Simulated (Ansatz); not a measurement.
Consider the atomization: `[OH][Ga]1[O]C[SiH2]1` → C• + Ga• + 5 H• + 2 O• + Si•.

Calculated with Ansatz (gas phase, PBE0-D4/def2-TZVP geometries, no zero-point term in ΔE). CBS: MP2 limit from def2 TZ/QZ plus the TZ coupled-cluster correction, frozen cores. This one scheme is used for every species, atoms too. For atomizations the MP2-based limit and the directly extrapolated one differ by several kJ/mol either way, and by 10 to 25 for some Ge, Se and Sn compounds, so smaller differences from it don't rank the levels. Functionals use def2-TZVPP. HSE06 is defined as in plane-wave codes. No spin–orbit coupling; open shells (•) take unrestricted orbitals. Spin–orbit coupling would lower the free atoms: a little for C, O, Si; clearly for Ga. Bonds to Ga are less sure, by a few kJ/mol each and by 10 to 20 or more in all where they break to atoms, as the def2 sets lack core-valence functions. Scalar relativity is left out up to krypton. Each species was taken in one conformer, which may not be the lowest.

`[OH][Ga]1[O]C[SiH2]1`:

Cartesian coordinates in Å:
```
O -2.568 1.361 0.995
Ga -1.176 0.466 0.356
O 0.556 1.025 0.623
C 1.344 0.038 -0.043
Si 0.072 -1.208 -0.772
H -2.319 2.150 1.484
H 2.028 -0.448 0.662
H 1.954 0.500 -0.829
H 0.003 -1.293 -2.257
H 0.106 -2.590 -0.219
```

What is ΔE at CCSD(T)/CBS? (An estimate is asked.)

Ansatz gave: +3460.9 kJ/mol.

What do these levels give: BLYP-D4, PBE0-D4, HSE06-D4, ωB97M-V, PBE-QIDH, PBE, r2SCAN, PBE0, r2SCAN0, LC-ωPBE, CCSD(T)/def2-TZVPP, HF/CBS(def2)? (An estimate is asked.)

Ansatz gave: BLYP-D4 3421.9, PBE0-D4 3422.6, HSE06-D4 3425.6, ωB97M-V 3440.1, PBE-QIDH 3413.9, PBE 3485.8, r2SCAN 3456.5, PBE0 3403.5, r2SCAN0 3373.8, LC-ωPBE 3435.9, CCSD(T)/def2-TZVPP 3364.3, HF/CBS(def2) 2372.8 kJ/mol.

Largest T1 diagnostic among the species: 0.016.

From BLYP to BHLYP (50 % exact exchange), in def2-TZVPP and without D4, ΔE moves by −114.8 kJ/mol: exact exchange takes away binding that semilocal exchange gives to molecules. At CCSD(T), def2-SVP lies −249.3 kJ/mol from the extrapolated value and def2-TZVPP −96.6 kJ/mol: correlation converges slowly with the basis, and small sets miss more of it in the bonded molecule than in its fragments. Leaving LDA and LC-ωPBE aside and taking each functional with its dispersion term where it has one, the values, not all of them listed here, spread over 219.0 kJ/mol, from BHLYP-D4 to PBE-D4. LDA lies +515.9 kJ/mol from PBE without D4, its usual overbinding.
